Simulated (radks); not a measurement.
The numbers below are computed, except where a source is named.
Question: Radial electron density D(r) = 4 pi r^2 rho(r) of an atom or ion with 50.5 electrons. Code: a radial shooting solver on a logarithmic mesh with Libxc functionals. Model: Dirac Kohn-Sham, BLYP, spin-unpolarised, spherical densities, point nucleus.

r (bohr),D(r) (e/bohr)
0.004001,17.44
0.005337,25.86
0.007118,36.64
0.009418,48.51
0.01256,59.97
0.01675,67.27
0.02235,67.60
0.02957,62.54
0.03943,59.30
0.05259,66.74
0.06959,81.30
0.09281,85.92
0.1238,71.50
0.1638,60.95
0.2185,69.62
0.2914,67.30
0.3855,39.71
0.5142,23.02
0.6858,26.27
0.9074,21.54
1.21,10.46
1.614,5.032
2.136,3.113
2.849,1.416
3.799,0.3511
5.027,0.04306
6.705,0.001820

What is the nuclear charge?

Answer: Z = 52. The innermost maximum, from 1s, lies near gamma/Z bohr with gamma = sqrt(1 - (Z/c)^2) = 0.925, here 0.0178 bohr (found: 0.0195), and its height grows with Z. The density is that of the tellurium ion Te1.5+ in [Kr] 4d9.5 5s2 5p3; the configuration itself is not fixed sharply by these data, and Z only to a few units. D(r) has 4 maxima, at r = 0.0195, 0.0857, 0.248, 0.720 bohr, and minima at 0.0382, 0.164, 0.531 bohr, inside which lie 2.02, 11.20, 29.02 electrons.
